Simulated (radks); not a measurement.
Results of a calculation; reference values are marked as such.
La V, configuration [Kr] 4d10 5s1.75 5p5.25 (fractional occupations, a model configuration). Code: a radial shooting solver on a logarithmic mesh with Libxc functionals. Model: scalar-relativistic Kohn-Sham, PBE, spin-polarised, spherical densities, finite nucleus; open shells are filled with parallel spins first (spin-orbit coupling, left out, can overturn this in heavy ions); Fermi nuclear charge, rms radius 4.855 fm.

Local quantities along the radius. ELF = 1/(1 + alpha^2) is the electron localisation function; alpha = (tau - tau_W)/tau_unif compares the Pauli kinetic energy density with that of the uniform gas (summed over spins). tau is taken from the large components.

r (bohr),ELF,alpha
0.002327,0.999,0.02684
0.003079,0.999,0.02994
0.004042,0.999,0.03487
0.005348,0.998,0.04326
0.007075,0.997,0.05782
0.009287,0.993,0.08381
0.01229,0.981,0.1374
0.01613,0.940,0.2515
0.02134,0.786,0.5220
0.02824,0.474,1.053
0.03706,0.322,1.451
0.04904,0.459,1.086
0.06437,0.694,0.6645
0.08517,0.733,0.6039
0.1127,0.489,1.022
0.1479,0.336,1.406
0.1957,0.608,0.8037
0.2569,0.759,0.5629
0.3399,0.457,1.090
0.4497,0.228,1.839
0.5903,0.707,0.6434
0.781,0.705,0.6461
1.025,0.329,1.429
1.356,0.414,1.189
1.795,0.785,0.5236
2.356,0.694,0.6638
3.117,0.203,1.981
4.091,0.007,11.63
5.413,0.000,175.3

On this mesh the ELF has minima near r = 0.037, 0.15, 0.39, 1.2 bohr, which separate the shells, and maxima near 0.074 (0.75), 0.26 (0.76), 0.68 (0.77), 2.1 (0.79).
